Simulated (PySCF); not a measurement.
C5H12N2Si.
Numbering: `[CH2:1]=[CH:2][CH2:3][N:4]([SiH3:5])/[N:6]=[CH:7]/[CH3:8]` (hydrogens: H9, H10 on C1; H11 on C2; H12, H13 on C3; H14, H15, H16 on Si5; H17 on C7; H18, H19, H20 on C8)

All values: wB97X-D/def2-SVPD (PySCF, non-relativistic), on one gas-phase PBE0-D3(BJ)/def2-SVP geometry that isn't relaxed in the solvent. The solvent is an IEF-PCM continuum (Bondi radii, 1.10 Å for H, scaled by 1.2), and excitations are vertical TDDFT with non-equilibrium linear response and a frozen core. Only the electrostatic response of the medium enters.

Gas-phase singlets (H = HOMO, L = LUMO):

```tsv
state	E (eV)	λ (nm)	f	leading configurations
S1	5.509	225	0.290	H→L 86%
S2	5.867	211	0.009	H→L+2 36%, H→L+1 18%
S3	5.906	210	0.044	H-1→L 25%, H→L+2 18%
S4	6.209	200	0.008	H→L+3 58%, H→L+4 19%
S5	6.370	195	0.018	H→L+1 46%, H→L+2 27%
```

**Question.** What are the lowest 5 singlets in dimethylsulfoxide (ε = 46.83)?

**Answer.** 
| state | E (eV) | λ (nm) | f | leading configurations | change by rank (eV) |
| --- | --- | --- | --- | --- | --- |
| S1 | 5.405 | 229 | 0.397 | H→L 88% | -0.104 |
| S2 | 5.889 | 211 | 0.020 | H→L+1 67%, H→L+2 13% | +0.022 |
| S3 | 5.980 | 207 | 0.017 | H-2→L 39%, H-2→L+1 23% | +0.074 |
| S4 | 6.309 | 197 | 0.006 | H→L+3 62%, H→L+4 20% | +0.100 |
| S5 | 6.404 | 194 | 0.024 | H→L+2 55%, H→L+1 12% | +0.034 |

**Question.** The ground-state energy changes by -0.160 eV from gas to dimethylsulfoxide. By how much does the total energy of gas-phase S1 change?

**Answer.** E(S1) = E(S0) + excitation energy, so it changes by -0.160 − 0.104 = -0.264 eV: it is lowered more than the ground state, which is what a red shift means. This is the vertical state, with the slow part of the continuum still set for S0.

**Question.** How do the frontier levels move from gas to dimethylsulfoxide?

**Answer.** 
```json
{"orbital": "LUMO+2", "gas (eV)": "2.16", "solvent (eV)": "2.21", "change (eV)": "+0.05"}
{"orbital": "LUMO+1", "gas (eV)": "2.08", "solvent (eV)": "2.10", "change (eV)": "+0.02"}
{"orbital": "LUMO", "gas (eV)": "1.67", "solvent (eV)": "1.64", "change (eV)": "-0.03"}
{"orbital": "HOMO", "gas (eV)": "-7.96", "solvent (eV)": "-7.99", "change (eV)": "-0.03"}
{"orbital": "HOMO-1", "gas (eV)": "-9.46", "solvent (eV)": "-9.55", "change (eV)": "-0.09"}
{"orbital": "HOMO-2", "gas (eV)": "-9.67", "solvent (eV)": "-9.76", "change (eV)": "-0.09"}
{"orbital": "HOMO-3", "gas (eV)": "-11.42", "solvent (eV)": "-11.42", "change (eV)": "0.00"}
```

The HOMO–LUMO gap goes from 9.63 to 9.64 eV. Rows go by rank; for HOMO-2, HOMO-1, LUMO+1 and LUMO+2 the atom shares or the degeneracy differ between the runs, so the row needn't follow one orbital.

The values belong to the conformer `[CH2:1]=[CH:2][CH2:3][N:4]([SiH3:5])/[N:6]=[CH:7]/[CH3:8]`: C1–C2–C3–N4 -123°, C2–C3–N4–Si5 80°, C3–N4–N6–C7 171°.

The pairwise dispersion term of wB97X-D wasn't added to the energies; at a given geometry it leaves orbitals and properties as they are.
